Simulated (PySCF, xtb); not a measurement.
C3H10ClNSi, SMILES Cl[SiH2][C@@H](NC)C. The values are those of a single conformer.

Harmonic wavenumbers (cm⁻¹) from GFN2-xTB run with xtb 6.7.1 at its own minimum, in rising order: 36, 80, 124, 199, 221, 225, 302, 332, 438, 495, 508, 590, 665, 717, 768, 828, 927, 1013, 1068, 1078, 1113, 1170, 1199, 1276, 1302, 1401, 1413, 1427, 1489, 1496, 1503, 1507, 2244, 2295, 2737, 2842, 2995, 3007, 3022, 3037, 3042, 3328.

Problem. What does B3LYP-D3(BJ)/def2-SVP in PySCF 2.14.0 give at its own minimum? (An estimate is asked for; the answer gives what the named calculation found.)

Solution. 61, 86, 124, 192, 236, 259, 291, 331, 426, 519, 578, 691, 727, 738, 874, 889, 953, 1000, 1066, 1068, 1141, 1172, 1221, 1261, 1330, 1393, 1444, 1452, 1465, 1470, 1479, 1497, 2244, 2252, 2938, 2957, 3015, 3067, 3090, 3116, 3123, 3519. Paired by order, the mean absolute difference is 41 cm⁻¹ and the zero-point energies are 79.3 and 81.1 kcal/mol.
